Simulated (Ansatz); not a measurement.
Molecule: C2H7O2Si, charge -1, multiplicity 1. It need not be the lowest isomer of its formula. Whether it binds its extra electron was not tested at this geometry. SMILES: [CH2-][Si](C)(O)O
Structure (B3LYP-D3(BJ)/def2-TZVP (Ansatz, a first-principles code) minimum search):
```xyz
12

C      1.6763    -0.6316    -0.5488
Si     0.1182    -0.0620     0.0050
C     -1.3244    -0.6144    -1.1031
O     -0.3733    -0.4001     1.6023
O     -0.0404     1.6514     0.0921
H      2.5596    -0.6623     0.0840
H      1.7506    -1.2350    -1.4498
H     -1.5712    -1.6660    -0.9350
H     -1.0670    -0.4908    -2.1591
H     -2.2197    -0.0176    -0.9023
H     -0.6412     0.4212     2.0247
H      0.7331     1.9839    -0.3754
```
Charge -1, spin multiplicity 1.

Parts of the frozen-core correlation energy in aug-cc-pV(Q+d)Z (Ansatz, hartree). Frozen orbitals: 9; correlated occupied orbitals by spin: 16 and 16; virtual: 706 and 706. No spin-orbit coupling. Non-relativistic.

```csv
term,value
reference (HF),-518.67658
MP2 opposite-spin,[?]
MP2 same-spin,-0.24958
CCSD correlation,[?]
(T),[?]
T1 diagnostic,0.012
largest doubles amplitude,0.008
```

Fill in the missing entries.


- MP2 opposite-spin, value: -0.81661
- CCSD correlation, value: -1.08391
- (T), value: -0.04615
